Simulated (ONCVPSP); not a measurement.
# u(r) = r·R(r): atom against pseudo-atom (aluminium (Al))

Columns: radius, all-electron u(r) and pseudo u(r) of the 3p shell (level -2.72 eV) of aluminium in the configuration [Ne] 3s2 3p1; PBE, non-relativistic, ONCV scheme, ONCVPSP 4.0.1.

```json
{"r (bohr)": "0.145", "all-electron": "-0.1174", "pseudo": "0.0051"}
{"r (bohr)": "0.290", "all-electron": "-0.2060", "pseudo": "0.0202"}
{"r (bohr)": "0.435", "all-electron": "-0.2035", "pseudo": "0.0448"}
{"r (bohr)": "0.580", "all-electron": "-0.1443", "pseudo": "0.0778"}
{"r (bohr)": "0.725", "all-electron": "-0.0592", "pseudo": "0.1178"}
{"r (bohr)": "0.870", "all-electron": "0.0333", "pseudo": "0.1632"}
{"r (bohr)": "1.015", "all-electron": "0.1235", "pseudo": "0.2118"}
{"r (bohr)": "1.160", "all-electron": "0.2065", "pseudo": "0.2619"}
{"r (bohr)": "1.305", "all-electron": "0.2803", "pseudo": "0.3115"}
{"r (bohr)": "1.450", "all-electron": "0.3443", "pseudo": "0.3592"}
{"r (bohr)": "1.595", "all-electron": "0.3991", "pseudo": "0.4035"}
{"r (bohr)": "1.740", "all-electron": "0.4449", "pseudo": "0.4436"}
{"r (bohr)": "1.885", "all-electron": "0.4821", "pseudo": "0.4783"}
{"r (bohr)": "2.030", "all-electron": "0.5109", "pseudo": "0.5071"}
{"r (bohr)": "2.175", "all-electron": "0.5322", "pseudo": "0.5294"}
{"r (bohr)": "2.320", "all-electron": "0.5467", "pseudo": "0.5451"}
{"r (bohr)": "2.465", "all-electron": "0.5551", "pseudo": "0.5545"}
{"r (bohr)": "2.610", "all-electron": "0.5584", "pseudo": "0.5582"}
{"r (bohr)": "2.755", "all-electron": "0.5571", "pseudo": "0.5571"}
{"r (bohr)": "2.900", "all-electron": "0.5521", "pseudo": "0.5521"}
{"r (bohr)": "3.045", "all-electron": "0.5439", "pseudo": "0.5439"}
{"r (bohr)": "3.190", "all-electron": "0.5332", "pseudo": "0.5332"}
{"r (bohr)": "3.335", "all-electron": "0.5204", "pseudo": "0.5204"}
{"r (bohr)": "3.480", "all-electron": "0.5060", "pseudo": "0.5060"}
{"r (bohr)": "3.625", "all-electron": "0.4904", "pseudo": "0.4904"}
{"r (bohr)": "3.770", "all-electron": "0.4740", "pseudo": "0.4740"}
```

Question: How many radial nodes do the two functions have?

Answer: The all-electron 3p function has n − l − 1 = 1; the pseudo-wave has 0, since the states of the same l below it are removed with the core.

Question: At about which radius was the pseudo-wave matched?

Answer: 2.90 bohr. The columns agree to 0.0005 from 2.61 bohr on; several derivatives are matched, so the curves merge somewhat inside the radius.

Question: Where does each function peak?

Answer: Outermost all-electron maximum near 2.61 bohr, pseudo maximum near 2.61 bohr (to the table’s step).

Question: Is the pseudo-wave norm-conserving?

Answer: Yes: the ONCV scheme keeps the norm inside the radius equal to the all-electron one, which fixes the energy derivative of the logarithmic derivative at the level.
